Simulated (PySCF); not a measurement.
Excitations are Tamm–Dancoff values on a coarser integration grid. The basis has no diffuse functions, so Rydberg states are missing or too high.

Cartesian coordinates (Å):
SMILES: OS
```xyz
4

O     -0.7938    -0.0167     0.4394
S      0.6455     0.6944    -0.0333
H     -1.2733    -0.2665    -0.3605
H      1.4216    -0.4113    -0.0456
```
Charge 0, multiplicity 1.

Problem. Give the S1 excitation (TDA), T1 excitation (TDA), total energy, dipole moment and S1–T1 gap (TDA) at the level M06-2X/def2-TZVP // B3LYP-D3(BJ)/def2-TZVP run with PySCF.

Solution. 
```json
{
  "S1 excitation (TDA)": "4.38 eV",
  "T1 excitation (TDA)": "3.68 eV",
  "total_energy": "-474.5820 Ha",
  "dipole_moment": "1.79 D",
  "S1–T1 gap (TDA)": "0.70 eV"
}
```
